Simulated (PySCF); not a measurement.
Al(Br)(vinyl)(NH2) (C2H5AlBrN), SMILES C=[CH][Al]([NH2])[Br].

Coordinates come from a ωB97X-D3(BJ)/def2-SVP optimisation. The structure was generated by enumeration; whether it is a known compound was not checked. One conformer was computed; it need not be the lowest.

Level of theory: PBE/def2-TZVP in PySCF.

Gas-phase values at a fixed geometry.

```yaml
total_energy: -2950.00871 hartree
highest_occupied_level: -6.18 eV
lowest_empty_level: -2.01 eV
orbital_gap: 4.17 eV
dipole_moment: 2.40 D
quadrupole, principal values (traceless, Buckingham form, about the centre of nuclear charge): -5.18, 0.51, 4.67 D·Å
mean_static_polarisability: 78.1 bohr³ (11.58 Å³)
polarisability_principal_values: 55.6, 75.5, 103.4 bohr³
```
